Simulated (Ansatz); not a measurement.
CH7BFGeN can be A, `B[NH][GeH]([CH3])[F]`, or B, `C[N]([GeH3])BF`.

Computed with Ansatz on PBE0-D4/def2-TZVP structures; ΔE is electronic, products minus reactants. CBS: MP2 limit from def2 TZ/QZ plus the TZ coupled-cluster correction, frozen cores. Functionals use def2-TZVPP. B3LYP here is the variant with VWN-RPA as its local correlation; programs differ in this. For Ge outer-core shells are correlated without core-valence functions, which leaves a few kJ/mol of doubt a bond. Scalar relativity is left out up to krypton. Each species was taken in one conformer, which may not be the lowest.

Problem. Which is lower in electronic energy at CCSD(T)/CBS, and by how much? (Estimate.)

Solution. The calculation gave: A, by 14.8 kJ/mol.

Problem. Give E(B) − E(A) in kJ/mol with ωB97M-V, CCSD(T)/def2-SVP, BLYP-D4, CCSD/def2-TZVPP, PBE0-D4, B3LYP-D4, B2PLYP. (Estimate.)

Solution. Computed: ωB97M-V 11.8, CCSD(T)/def2-SVP -14.7, BLYP-D4 8.6, CCSD/def2-TZVPP 12.9, PBE0-D4 7.5, B3LYP-D4 8.5, B2PLYP 14.2. The order is the other way round with CCSD(T)/def2-SVP.

Problem. Does the order hold for the free energy at 298.15 K (harmonic terms from PBE0-D4)? (Best estimate.)

Solution. Ansatz gave: Yes: G(B) − G(A) = +11.6 kJ/mol, for one conformer each. Modes under 60 cm⁻¹, often nearly free rotors, make the harmonic entropy too high.

Largest T1 diagnostic: 0.012.

Leaving LDA and LC-ωPBE aside and taking each functional with its dispersion term where it has one, the values, not all of them listed here, spread over 9.2 kJ/mol, from B97M-V to B2PLYP. LDA lies −20.7 kJ/mol from PBE without D4. At CCSD(T), def2-SVP lies −29.6 kJ/mol from the extrapolated value and def2-TZVPP −2.1 kJ/mol.
